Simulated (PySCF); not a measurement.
**Re²⁺: ionisation energy**

Re²⁺ [Xe] 4f14 5d5 (6S) → Re³⁺ [Xe] 4f14 5d4 (5D), as a difference of total energies. All numbers are calculated (PySCF 2.14, scalar relativity through the core potential, in def2-QZVPPD with the def2 core potential (60 electrons)). Correlated levels: valence: 5s2 5p6 frozen; valence and next inner shell: nothing frozen outside the core potential. The calculations carry no spin-orbit coupling.

| method | ionisation energy (eV) |
| --- | --- |
| UHF | 27.194 |
| LDA | 28.508 |
| PBE | 28.325 |
| PBE0 | 28.261 |
| r2SCAN | 28.298 |
| BLYP | 28.002 |
| BP86 | 28.365 |
| r2SCAN0 | 28.269 |
| HSE06 | 28.249 |
| MP2 (valence) | 27.791 |
| SCS-MP2 (valence) | 27.393 |
| MP2 (valence and next inner shell) | 28.089 |
| SCS-MP2 (valence and next inner shell) | 27.747 |

Problem. How much does correlation contribute at MP2 (valence and next inner shell)?

Solution. 28.089 − (27.194) = 0.895 eV, measured against UHF.

The reference lies between the lowest fine-structure levels, while these numbers refer to the centres of the terms.

Errors of the correlated levels include the incompleteness of this basis and the frozen core.

For comparison: 27 ± 1.6 eV (theoretical estimate listed by NIST; NIST Atomic Spectra Database, ionization energies).
